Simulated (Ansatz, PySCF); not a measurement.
boric acid (BH3O3), SMILES OB(O)O. Atoms are numbered in the order given.

```xyz
7

O     -0.6022    -1.2547     0.0000
B     -0.0353    -0.0129     0.0000
O      1.3429     0.0774     0.0000
O     -0.8978     1.0542     0.0000
H      0.0769    -1.9432     0.0000
H      1.6963     0.9758     0.0000
H     -0.4689     1.9181     0.0000
```
Charge 0, spin multiplicity 1.

Coordinates come from a TPSSh-D3(BJ)/def2-SVP optimisation. The values are those of a single conformer.

Two levels are set side by side: PBE-D3(BJ)/def2-SVP (Ansatz, a program for electronic structure) and TPSSh-D3(BJ)/def2-SVP (PySCF). Each level has its own optimised geometry; the coordinates shown are those of the second. Frequencies come from the Hessian of PySCF at each geometry. Differences are taken from unrounded values.

```json
[
 {"quantity": "mean bond length (Å)", "TPSSh-D3(BJ)": "1.169"},
 {"quantity": "bond O1–B2 (Å)", "TPSSh-D3(BJ)": "1.365"},
 {"quantity": "bond B2–O3 (Å)", "TPSSh-D3(BJ)": "1.381"},
 {"quantity": "bond B2–O4 (Å)", "TPSSh-D3(BJ)": "1.372"},
 {"quantity": "bond O1–H5 (Å)", "TPSSh-D3(BJ)": "0.967"},
 {"quantity": "bond O3–H6 (Å)", "TPSSh-D3(BJ)": "0.965"},
 {"quantity": "bond O4–H7 (Å)", "TPSSh-D3(BJ)": "0.965"},
 {"quantity": "highest harmonic wavenumber (cm⁻¹)", "TPSSh-D3(BJ)": "3866"},
 {"quantity": "mean harmonic wavenumber (cm⁻¹)", "TPSSh-D3(BJ)": "1410"},
 {"quantity": "zero-point energy (kcal/mol)", "TPSSh-D3(BJ)": "30.23"}
]
```

Question: What does PBE-D3(BJ) give, and how far is it from TPSSh-D3(BJ)? (Estimate from the structure and the level; the computed values follow.)

Answer: 
```csv
quantity,PBE-D3(BJ),PBE-D3(BJ) minus TPSSh-D3(BJ)
mean bond length (Å),1.175,0.005
bond O1–B2 (Å),1.371,0.006
bond B2–O3 (Å),1.387,0.005
bond B2–O4 (Å),1.378,0.006
bond O1–H5 (Å),0.972,0.005
bond O3–H6 (Å),0.971,0.005
bond O4–H7 (Å),0.970,0.005
highest harmonic wavenumber (cm⁻¹),3798,-68
mean harmonic wavenumber (cm⁻¹),1382,-28
zero-point energy (kcal/mol),29.63,-0.61
```

Exact exchange shortens and stiffens bonds; PBE has none. Differences between two approximate levels are no errors against the true value.
